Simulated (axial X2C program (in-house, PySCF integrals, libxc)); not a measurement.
## H or S: which binds elements of chip processing more strongly?

Computed with an in-house relativistic program for diatomic molecules, spin-free (one-electron X2C) or two-component (2c: spin–orbit coupling with atomic mean-field Coulomb and Gaunt terms, which also bring small scalar terms), in Dyall basis sets with cores contracted in-house; open shells are unrestricted.

Level PBE0, spin-free. Dyall triple-zeta sets: BH v3z/v3z; BS v3z/av3z; AlH v3z/v3z; AlS v3z/av3z; PH v3z/v3z; PS v3z/av3z; CoH cv3z/v3z; CoS cv3z/av3z; GeH cv3z/v3z; GeS cv3z/av3z; AsH cv3z/v3z; AsS cv3z/av3z; InH cv3z/v3z; InS cv3z/av3z; SnH cv3z/v3z; SnS cv3z/av3z; SbH cv3z/v3z; SbS cv3z/av3z.

Diatomic bonds are a first guide to the radicals met in plasma etching, cleaning and deposition, though surfaces and higher halides or oxides behave in their own way.

```
element M       state of MH  Re MH (Å)  D0 MH (eV)       state of MS  Re MS (Å)  D0 MS (eV)
        B    M_S = 0, Λ = 0      1.241        3.35  M_S = 1/2, Λ = 0      1.610        5.85
       Al    M_S = 0, Λ = 0      1.668        2.87  M_S = 1/2, Λ = 0      2.039        4.10
        P    M_S = 1, Λ = 0      1.431        3.03  M_S = 1/2, Λ = 1      1.901        4.30
       Co    M_S = 1, Λ = 2      1.523        2.10  M_S = 3/2, Λ = 2      1.965        3.34
       Ge  M_S = 1/2, Λ = 1      1.597        2.69    M_S = 0, Λ = 0      2.011        5.55
       As    M_S = 1, Λ = 0      1.528        2.74  M_S = 1/2, Λ = 1      2.012        3.83
       In    M_S = 0, Λ = 0      1.849        2.54  M_S = 1/2, Λ = 0      2.275        3.22
       Sn  M_S = 1/2, Λ = 1      1.779        2.46    M_S = 0, Λ = 0      2.207        4.92
       Sb    M_S = 1, Λ = 0      1.716        2.46  M_S = 1/2, Λ = 1      2.208        3.44
```

Q: Work out the energy at 0 K of MH + S → MS + H for each element.

A: ΔE = D0(MH) − D0(MS) at PBE0, spin-free: B -2.50, Al -1.23, P -1.27, Co -1.24, Ge -2.86, As -1.09, In -0.68, Sn -2.46, Sb -0.98 eV (negative: the exchange gives off energy).

Q: For which element is the exchange to S most and for which least favourable, and what is the energy of GeH + InS → GeS + InH?

A: Ge most (-2.86 eV), In least (-0.68 eV). The atoms cancel in the double exchange: ΔE = -2.86 − (-0.68) = -2.18 eV, a figure less sensitive to errors in the atoms than D0 itself.

Each entry is the lowest single determinant of a limited PBE0 search at one distance. D0 = De minus the zero-point energy; De goes to single-determinant-based atoms at the same level (for ions the charge split of lowest energy) and is withheld (n/a) where an atom does not fit its ground term or J level. Main or longest-lived isotopes. One determinant is a doubtful description, or other states lie close, for PS, CoH, CoS, AsH, AsS, InS, SbH, SbS; these need not be ground states, and all values refer to the states named. The functionals have no current term, which raises determinants with orbital currents. These D0 were not checked against measured values; triple-zeta sets, frozen cores and single determinants leave errors of some tenths of an eV, more for transition metals.
